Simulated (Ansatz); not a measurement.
Basis-set series for `C[O][Ti]([Cl])([Cl])[Cl]`. Total charge 0; spin multiplicity 1. Geometry: relaxed with PBE0-D4/def2-TZVP. It is one conformer, not always the lowest.

```tsv
functional	basis	functions	energy (Eh)	HOMO (eV)	LUMO (eV)
PBE0-D4	def2-TZVPP	294	-2344.78041	-9.06	-2.91
PBE0-D4	def2-QZVPP	507	-2344.84320	-9.09	-2.93
ωB97M-V	def2-TZVPP	294	-2345.37914	-11.24	-0.78
ωB97M-V	def2-QZVPP	507	-2345.43868	-11.28	-0.83
```

Task: Give the rows for def2-SVP. (An estimate is asked.)

Result: The calculation gave: 
```json
{"functional": "PBE0-D4", "basis": "def2-SVP", "functions": "128", "energy (Eh)": "-2344.05699", "HOMO (eV)": "-8.90", "LUMO (eV)": "-2.92"}
{"functional": "ωB97M-V", "basis": "def2-SVP", "functions": "128", "energy (Eh)": "-2344.65753", "HOMO (eV)": "-11.02", "LUMO (eV)": "-0.75"}
```

Scalar relativity is left out up to krypton.

Program: Ansatz 0.2.0.
